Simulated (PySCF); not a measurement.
A side-by-side comparison of computed properties.

First species: C9H10O.
InChI=1S/C9H10O/c10-6-7-1-2-8-3-4-9(8)5-7/h1-2,5,10H,3-4,6H2

Second species: C8H15P.
InChI=1S/C8H15P/c1-6-7-9(4,5)8(2)3/h6H,1-2,4,7H2,3,5H3/t9-/m1/s1

Levels: PBE0/pcSseg-1 for dipole moment, HOMO energy, LUMO energy and HOMO–LUMO gap; GFN2-xTB for rotational constant A and rotational constant C. Geometries: GFN2-xTB. All species are isolated and taken at one optimised geometry, non-relativistic unless stated. Electronic properties by PySCF.

Dipoles, sizes and rotational constants follow the conformer. The torsions of the flexible species, by atom-mapped SMILES:
- `[OH:1][CH2:2][c:3]1[cH:4][cH:5][c:6]2[c:7]([cH:8]1)[CH2:9][CH2:10]2`: O1–C2–C3–C4 86°, H–O1–C2–C3 -53°
- `[CH2:1]=[CH:2][CH2:3][P@@:4](=[CH2:5])([CH3:6])[C:7](=[CH2:8])[CH3:9]`: C1–C2–C3–P4 103°, C2–C3–P4–C5 161°, C3–P4–C7–C8 89°

```json
{"property": "dipole moment", "column X": "2.02 D", "column Y": "3.22 D"}
{"property": "HOMO energy", "column X": "-6.92 eV", "column Y": "-5.15 eV"}
{"property": "LUMO energy", "column X": "-0.40 eV", "column Y": "-0.37 eV"}
{"property": "HOMO–LUMO gap", "column X": "6.52 eV", "column Y": "4.78 eV"}
{"property": "rotational constant A", "column X": "3.383 GHz", "column Y": "1.632 GHz"}
{"property": "rotational constant C", "column X": "0.727 GHz", "column Y": "0.961 GHz"}
```

(1) Which column belongs to which species?

(2) How does each property change from the first species to the second?

## Answers

(1) Column X is the first species and column Y the second. The first has 20 atoms and 72 electrons, the second 24 and 78.

(2) dipole moment +1.20 D; HOMO energy +1.77 eV; LUMO energy +0.03 eV; HOMO–LUMO gap -1.74 eV; rotational constant A -1.751 GHz; rotational constant C +0.234 GHz.

On the first: The dipole matches unit charges of opposite sign 0.42 Å apart (1 e·Å = 4.8032 D).

On the second: A dipole of 3.22 D is allowed in C1, and pure rotational transitions are dipole-allowed. The dipole equals about 10.7 × 10⁻³⁰ C·m (1 D = 3.33564 × 10⁻³⁰ C·m).
